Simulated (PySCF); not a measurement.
**C₂H₄BF₂N: full NMR table**

```
Formula                               : C2H4BF2N
SMILES                                : [H]/N=C/CB(F)F
Point group of the computed structure : C1
Carbon signals                        : 2
Proton signals                        : 3
```

Structure with atom numbers: `[H]/[N:1]=[CH:2]/[CH2:3][B:4]([F:5])[F:6]`; H(Xn) means a hydrogen on atom n.

Computational details: shieldings: GIAO KT3/pcSseg-2, spin–spin couplings from B3LYP/pcJ-1 (spin–dipole term only in couplings to heteroatoms), geometry: PBE0-D3(BJ)/def2-SVP, in PySCF (in vacuum, single conformer, one averaged value for each set of equivalent atoms, non-relativistic Hamiltonian).

δ = σ(ref) − σ, references computed at the same level: ¹H, ¹³C against TMS; ¹⁹F against CFCl3; BF3·OEt2 for ¹¹B; ¹⁵N against NH3.

| carbon | δC, type | δH (multiplicity, J in Hz) | HMBC from (abs. J ≥ 3 Hz) | span of the C tensor (ppm) |
| --- | --- | --- | --- | --- |
| C2 | 166.9, CH | 8.55 (t, 7.1) | H(C3) | 212 |
| C3 | 27.3, CH2 | 2.25 (dt, 7.1, 4.0) | H(C2) | 46 |

Other nuclei:
```json
{"atoms": "H(N1)", "nucleus": "¹H", "environment": "hydrogen on an imine nitrogen", "δ (ppm)": "9.33", "σ (ppm)": "22.02"}
{"atoms": "F5/F6", "nucleus": "¹⁹F", "environment": "fluorine bonded to B", "δ (ppm)": "-93.0", "σ (ppm)": "239.9"}
{"atoms": "B4", "nucleus": "¹¹B", "environment": "boron bonded to C, 2 F", "δ (ppm)": "25.0", "σ (ppm)": "73.7"}
{"atoms": "N1", "nucleus": "¹⁵N", "environment": "imine nitrogen", "δ (ppm)": "326.0", "σ (ppm)": "-67.3"}
```

Selected couplings (Hz, signed; the shortest-range and largest first, 30 at most; isotopes ¹³C, ¹H, ¹¹B, ¹⁹F, ¹⁵N): ¹J(C2,H(C2)) 162.4, ¹J(B4,F5) -139.8, ¹J(C3,H(C3)) 126.3, ¹J(C3,B4) 78.2, ¹J(C2,C3) 49.6, ¹J(N1,C2) -5.0, ²J(C3,F5) 26.3, ²J(N1,C3) -11.5, ²J(B4,H(C3)) -9.4, ²J(N1,H(C2)) 3.8, ²J(C2,B4) -3.2, ³J(H(C2),H(C3)) 7.1, ³J(F5,H(C3)) 4.0, ³J(C2,F5) 3.5, ³J(N1,H(C3)) -2.8, ³J(N1,B4) -2.3.

1. δC 166.9: C=N carbon.
2. δC 27.3: sp3 CH2 bonded to B.
3. δH 9.33: hydrogen on an imine nitrogen; exchangeable, gas-phase position.
4. δH 8.55: hydrogen on a C=N carbon.
5. δH 2.25: hydrogen on an sp3 CH2 bonded to B.
6. The protons at 8.55 and 2.25 share a coupling of 7.1 Hz (vicinal).

OH/NH shifts are gas-phase values; hydrogen bonding in solution moves them, usually downfield. A carbon bonded to boron is broadened by the quadrupolar boron nucleus and is often missing from a measured spectrum. Splittings below 1 Hz are ignored in the labels, and close J values are merged. Unscaled 3J(H,H) at this level run about 10 % above measured values. Shifts are as computed, not scaled to solution data. Of 1211 compounds with measured shifts, 218 miss one by over three times the rms of a fit or turn the order of signals round; such compounds aren't used in these exercises. Couplings across =CH–CH2 type bonds come from one rotamer and its mirror image, and can be 1–2 Hz further off. Couplings to exchangeable protons are dropped. Unscaled 19F shifts against computed CFCl3 carry errors that often reach 10 to 50 ppm. Experimental scales use liquid or dissolved standards, which lie at an offset from isolated NH3 (liquid NH3: subtract about 20 ppm). Unscaled 15N shifts of sp2 nitrogen come out 20 to 40 ppm too high even then. 3J across rotatable bonds or in flexible rings reflects this conformer alone.
